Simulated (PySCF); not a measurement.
**Correlation energy of N (nitrogen, neutral)**

[He] 2s2 2p3, high-spin 4S determinant. Calculation: PySCF 2.14, in aug-cc-pVDZ (4s3p2d, 23 functions); the non-relativistic Hamiltonian (point nucleus). Frozen: 1s2; 5 electrons correlated.

MP2 pair energies summed by pair of shells (mhartree):

```
 pair  energy  share (%)
2s-2p  -47.95       63.9
2p-2p  -18.78       25.0
2s-2s   -8.27       11.0
```

Total MP2 correlation energy: -74.99 mhartree.

Same-spin part -22.70 and opposite-spin part -52.29 mhartree; SCS-MP2 scales them by 1/3 and 6/5 to -70.31 mhartree.

```json
{"level": "CCSD", "correlation energy (mhartree)": "-92.52"}
{"level": "(T)", "correlation energy (mhartree)": "-1.27"}
{"level": "CCSD(T)", "correlation energy (mhartree)": "-93.79"}
```

Diagnostics: T1 = 0.0078, D1 = 0.0124, largest double amplitude 0.029.

Cost of the coupled-cluster step: 0.18 s of wall time on 1 thread of Neoverse-V1 (shared host), for 5 correlated electrons.

Iterations:

```
CC2 = 0
CCSD nocc = (np.int64(4), np.int64(1)), nmo = (22, 22)
frozen orbitals [[0], [0]]
max_cycle = 100
direct = 0
conv_tol = 1e-08
conv_tol_normt = 1e-06
diis_space = 8
diis_start_cycle = 0
Init t2, MP2 energy = -0.0749901954437292
Init E_corr(UCCSD) = -0.0749901954440682
cycle = 1  E_corr(UCCSD) = -0.0882482874471211  dE = -0.013258092  norm(t1,t2) = 0.0342692
cycle = 2  E_corr(UCCSD) = -0.0911291708857558  dE = -0.00288088344  norm(t1,t2) = 0.0123682
cycle = 3  E_corr(UCCSD) = -0.0925892829442869  dE = -0.00146011206  norm(t1,t2) = 0.00588248
cycle = 4  E_corr(UCCSD) = -0.0925092481329344  dE = 8.00348114e-05  norm(t1,t2) = 0.00128915
cycle = 5  E_corr(UCCSD) = -0.0925216529134959  dE = -1.24047806e-05  norm(t1,t2) = 0.000390573
cycle = 6  E_corr(UCCSD) = -0.0925240600951087  dE = -2.40718161e-06  norm(t1,t2) = 9.95267e-05
cycle = 7  E_corr(UCCSD) = -0.0925242864355482  dE = -2.2634044e-07  norm(t1,t2) = 2.45015e-05
cycle = 8  E_corr(UCCSD) = -0.0925244549281132  dE = -1.68492565e-07  norm(t1,t2) = 4.40123e-06
cycle = 9  E_corr(UCCSD) = -0.0925244075498693  dE = 4.73782439e-08  norm(t1,t2) = 6.35133e-07
cycle = 10  E_corr(UCCSD) = -0.0925244245335558  dE = -1.69836864e-08  norm(t1,t2) = 1.04745e-07
cycle = 11  E_corr(UCCSD) = -0.0925244219793319  dE = 2.55422386e-09  norm(t1,t2) = 1.74002e-08
UCCSD converged
E(UCCSD) = -54.48570781162083  E_corr = -0.09252442197933193
UCCSD(T) correction = -0.00127374481241144
```
